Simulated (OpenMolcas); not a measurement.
Rh3+ among 8 point charges of -1.2 e arranged as a cube (Oh), 1.89 Å from the ion.
```
   1.0912    1.0912    1.0912  -1.20
   1.0912    1.0912   -1.0912  -1.20
   1.0912   -1.0912    1.0912  -1.20
   1.0912   -1.0912   -1.0912  -1.20
  -1.0912    1.0912    1.0912  -1.20
  -1.0912    1.0912   -1.0912  -1.20
  -1.0912   -1.0912    1.0912  -1.20
  -1.0912   -1.0912   -1.0912  -1.20
```

- Program: OpenMolcas 26.06
- Method: SS-CASPT2, IPEA 0.25 Eh, imaginary shift 0.1 Eh (closed shells correlated: 4s 4p)
- Basis: ANO-RCC-VDZP [6s5p3d1f]
- Scalar Hamiltonian: DKH2, point nucleus
- Active space: 6 electrons in 5 orbitals (4d)
- State averaging: 2S+1 = 5 even, 5 roots; 2S+1 = 3 even, 45 roots; 2S+1 = 1 even, 50 roots
- Spin-orbit coupling: state interaction with AMFI integrals over the reference wave functions

Task: What is the spin-free ground state (labels of O, the rotations of Oh)?

Result: 5E, 2-fold in its orbital part, 100 % from free-ion D terms; it has the highest spin that d6 allows.

Task: Where is the first state of the same spin?

Result: 5T2 at 7580 cm-1 above the ground state.

Task: What are the lowest two levels with spin-orbit coupling?

Result: A 1-fold level A1, then a 3-fold level T1 110 cm-1 above it. Their leading multiplicities are 5 (98 %) and 5 (98 %).

Task: What is χT at 300 K, and how does it compare with the textbook value?

Result: The lowest level has 2S+1 = 5, for which the spin-only value is χT = S(S+1) / 2 = 3.000 cm3 K/mol (g = 2). The computed 3.634 at 300 K differs by +0.634, through orbital momentum, spin-orbit coupling and any other state in reach.

Roots that are degenerate in the reference are averaged as groups; the widest CASPT2 spread within a group is 250 cm-1 (the 3-fold group of multiplicity 1 near 39600 cm-1 above the lowest state of its run). Shifts and gaps below about the spread of the groups concerned are not significant. An orbital doublet at a regular site is open to a Jahn-Teller distortion, which this geometry leaves out. Point charges give a weaker field than real ligands, and real ions of this kind are as a rule low spin; the high spin found here belongs to the model. Free-ion shares, where given, are those of the reference states; single-state CASPT2 does not remix them. This is an electrostatic model: the charges have no orbitals. No measured value stands beside these numbers.
